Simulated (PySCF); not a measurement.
Isomers of C7H12FP, from PySCF 2.14.0, PBE0-D3(BJ)/def2-SVP geometry optimisation, gas phase. One conformer each, no zero-point energy, no frequencies.

Question: Which isomer lies lowest at this level?
A. `[CH2:1]=[CH:2][CH2:3]/[P:4]=[C:5](\[F:6])[CH:7]([CH3:8])[CH3:9]` with C1–C2–C3–P4 109°, C2–C3–P4–C5 -84°, P4–C5–C7–C8 -7°: A = 2499, B = 797.6, C = 689.5 MHz, dipole 1.01 D
B. `[CH3:1][CH:2]([CH3:3])[P:4]1[CH2:5][CH:6]=[C:7]([F:8])[CH2:9]1` with C1–C2–P4–C5 73°, C2–P4–C5–C6 87°, P4–C5–C6–C7 10°, C6–C7–C9–P4 -10°, C2–P4–C9–C7 -87°: A = 2289, B = 921.1, C = 803.1 MHz, dipole 1.13 D
C. `[CH3:1]/[CH:2]=[CH:3]\[P:4]=[C:5](\[F:6])[CH:7]([CH3:8])[CH3:9]` with C2–C3–P4–C5 179°, P4–C5–C7–C8 -120°: A = 2663, B = 669.8, C = 607.7 MHz, dipole 2.41 D

Answer: B. That is `CC(C)P1CC=C(F)C1`, 25.6 kcal/mol below the next.

```
            SMILES                                                    mapped SMILES      E (Eh)  relative (kcal/mol)  relative (kJ/mol)  dipole (D)
  CC(C)P1CC=C(F)C1   [CH3:1][CH:2]([CH3:3])[P:4]1[CH2:5][CH:6]=[C:7]([F:8])[CH2:9]1  -714.23706                  0.0                0.0        1.13
C/C=C\P=C(\F)C(C)C  [CH3:1]/[CH:2]=[CH:3]\[P:4]=[C:5](\[F:6])[CH:7]([CH3:8])[CH3:9]  -714.19631                 25.6              107.0        2.41
 C=CC/P=C(\F)C(C)C  [CH2:1]=[CH:2][CH2:3]/[P:4]=[C:5](\[F:6])[CH:7]([CH3:8])[CH3:9]  -714.19248                 28.0              117.0        1.01
```
